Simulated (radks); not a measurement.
All-electron calculation, scalar-relativistic Kohn-Sham, LDA (Slater exchange, Perdew-Wang correlation), spin-polarised, spherical densities, finite nucleus; Fermi nuclear charge, rms radius of each element as measured or else 0.836 A^(1/3) + 0.57 fm. Program: a radial shooting solver on a logarithmic mesh with Libxc functionals. Response by self-consistent Sternheimer equations with the Hartree and adiabatic LDA kernel, the relativistic mass of each level held fixed and spin-orbit coupling left out. Rank Tc7+, Nb5+, Ru8+, Kr, Zr4+, Rb+, Mo6+, Sr2+ (NIST ground configurations) by static dipole polarisability, largest first.

Answer. Kr 18.08, Rb+ 9.461, Sr2+ 5.933, Zr4+ 2.987, Nb5+ 2.273, Mo6+ 1.783, Tc7+ 1.431, Ru8+ 1.170 bohr^3.
